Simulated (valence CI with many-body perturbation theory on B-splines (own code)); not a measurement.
## Energy levels of I³¹⁺

Calculated by relativistic CI+MBPT: four valence electrons over a frozen Dirac-Fock core [Ar], radial functions for each j: 7 s, 7 p, 8 d, 6 f, 4 g, 1 h, with the one-electron correlation potential Σ1, the two-electron term Σ2, the three-electron term Σ3, Breit, model QED; selected CI, second order for the rest, scaled by the run's own slope (own B-spline code, finite nucleus).

No measured spectrum was set against this ion. As an estimate, large intervals hold to a few tenths of a per cent, small ones and those within an open d or f shell to about a per cent. Only levels of the ground parity were solved; by the run's estimate the other parity begins above the list, which can be wrong where configurations are misplaced.

Levels 1 to 34 of 34, with energies above the lowest level, (3d3/2^4) J=0. "Leading %" is the weight of the configuration and term that name the level; weights of strongly mixed levels are sums over their largest components and can fall short. In the jj column 3d3/2^4 stands for four electrons in 3d with j = 3/2. Lifetimes count E1, E2, E3, M1 and M2 decay at the calculated energies, and are blank where another channel may lead or the interval is too uncertain; long ones can be off by a factor of two.

| No. | Configuration | Term | J | E (cm⁻¹) | Leading % | Lifetime | Second component | Leading jj |
| --- | --- | --- | --- | --- | --- | --- | --- | --- |
| 1 | 3d⁴ | ³P | 0 | 0 | 49 |  | 44 % 3d⁴ ⁵D | 3d3/2^4 (91 %) |
| 2 | 3d⁴ | ⁵D | 1 | 70637 | 74 | 88.1 μs | 26 % 3d⁴ ³P | 3d3/2^3 3d5/2 (93 %) |
| 3 | 3d⁴ | ⁵D | 2 | 113860 | 78 | 322 μs | 6 % 3d⁴ ³P | 3d3/2^3 3d5/2 (55 %) |
| 4 | 3d⁴ | ³F | 4 | 134210 | 32 | 31700 s | 28 % 3d⁴ ⁵D | 3d3/2^3 3d5/2 (85 %) |
| 5 | 3d⁴ | ⁵D | 3 | 137070 | 63 | 2.51 ms | 18 % 3d⁴ ³F | 3d3/2^3 3d5/2 (56 %) |
| 6 | 3d⁴ | ⁵D | 0 | 194550 | 54 | 14.4 μs | 28 % 3d⁴ ³P | 3d3/2^2 3d5/2^2 (88 %) |
| 7 | 3d⁴ | ³H | 4 | 205500 | 44 | 73.6 μs | 41 % 3d⁴ ⁵D | 3d3/2^2 3d5/2^2 (80 %) |
| 8 | 3d⁴ | ³G | 3 | 225640 | 56 | 49.2 μs | 24 % 3d⁴ ⁵D | 3d3/2^2 3d5/2^2 (61 %) |
| 9 | 3d⁴ | ³F | 2 | 226540 | 48 | 28.6 μs | 22 % 3d⁴ ¹D | 3d3/2^2 3d5/2^2 (65 %) |
| 10 | 3d⁴ | ³H | 5 | 242930 | 72 | 113 μs | 28 % 3d⁴ ³G | 3d3/2^2 3d5/2^2 (99 %) |
| 11 | 3d⁴ | ³P | 1 | 250810 | 61 | 26.5 μs | 22 % 3d⁴ ³D | 3d3/2^2 3d5/2^2 (80 %) |
| 12 | 3d⁴ | ³H | 6 | 257860 | 62 | 30.1 ms | 38 % 3d⁴ ¹I | 3d3/2^2 3d5/2^2 (95 %) |
| 13 | 3d⁴ | ³G | 4 | 278730 | 64 | 220 μs | 30 % 3d⁴ ¹G | 3d3/2^2 3d5/2^2 (92 %) |
| 14 | 3d⁴ | ³D | 2 | 285580 | 44 | 152 μs | 34 % 3d⁴ ³P | 3d3/2^2 3d5/2^2 (87 %) |
| 15 | 3d⁴ | ³D | 3 | 289400 | 41 |  | 40 % 3d⁴ ³F | 3d3/2^2 3d5/2^2 (80 %) |
| 16 | 3d⁴ | ³F | 4 | 318220 | 40 | 21.8 μs | 26 % 3d⁴ ⁵D | 3d3/2 3d5/2^3 (67 %) |
| 17 | 3d⁴ | ¹D | 2 | 338950 | 33 | 18.6 μs | 33 % 3d⁴ ³P | 3d3/2^2 3d5/2^2 (62 %) |
| 18 | 3d⁴ | ³F | 3 | 343790 | 47 | 16.6 μs | 24 % 3d⁴ ³G | 3d3/2 3d5/2^3 (86 %) |
| 19 | 3d⁴ | ³G | 5 | 364670 | 72 | 37.8 μs | 28 % 3d⁴ ³H | 3d3/2 3d5/2^3 (99 %) |
| 20 | 3d⁴ | ³D | 1 | 370070 | 74 | 12.1 μs | 18 % 3d⁴ ³P | 3d3/2 3d5/2^3 (85 %) |
| 21 | 3d⁴ | ¹I | 6 | 373800 | 62 | 39.3 μs | 38 % 3d⁴ ³H | 3d3/2 3d5/2^3 (95 %) |
| 22 | 3d⁴ | ³F | 4 | 389510 | 54 |  | 35 % 3d⁴ ¹G | 3d3/2^2 3d5/2^2 (74 %) |
| 23 | 3d⁴ | ³P | 2 | 404540 | 62 | 32.7 μs | 22 % 3d⁴ ³D | 3d3/2^2 3d5/2^2 (54 %) |
| 24 | 3d⁴ | ¹S | 0 | 405510 | 61 | 19.1 μs | 38 % 3d⁴ ³P | 3d3/2 3d5/2^3 (82 %) |
| 25 | 3d⁴ | ¹F | 3 | 424780 | 48 | 23.3 μs | 30 % 3d⁴ ³D | 3d3/2 3d5/2^3 (90 %) |
| 26 | 3d⁴ | ³F | 2 | 428070 | 49 | 21.7 μs | 39 % 3d⁴ ³P | 3d3/2^2 3d5/2^2 (50 %) |
| 27 | 3d⁴ | ¹G | 4 | 489360 | 55 | 10.7 μs | 31 % 3d⁴ ³F | 3d5/2^4 (61 %) |
| 28 | 3d⁴ | ³F | 3 | 492020 | 72 |  | 26 % 3d⁴ ¹F | 3d3/2 3d5/2^3 (98 %) |
| 29 | 3d⁴ | ³P | 1 | 496720 | 95 | 16.2 μs |  | 3d3/2 3d5/2^3 (95 %) |
| 30 | 3d⁴ | ¹D | 2 | 504200 | 47 | 16.6 μs | 28 % 3d⁴ ³F | 3d5/2^4 (47 %) |
| 31 | 3d⁴ | ³P | 0 | 512820 | 66 |  | 32 % 3d⁴ ¹S | 3d3/2^2 3d5/2^2 (60 %) |
| 32 | 3d⁴ | ¹G | 4 | 517770 | 48 | 14.8 μs | 39 % 3d⁴ ³F | 3d3/2 3d5/2^3 (68 %) |
| 33 | 3d⁴ | ¹D | 2 | 603880 | 78 | 11.3 μs | 10 % 3d⁴ ³D | 3d3/2 3d5/2^3 (42 %) |
| 34 | 3d⁴ | ¹S | 0 | 732330 | 80 | 5.86 μs | 19 % 3d⁴ ³P | 3d5/2^4 (57 %) |

The ionisation energy to 3d³ ⁴F3/2 of the next ion comes out as 1911.8 eV (NIST: 1911 ± 4 eV (theoretical)). All 34 levels together are meant to be complete up to 761630 cm⁻¹.
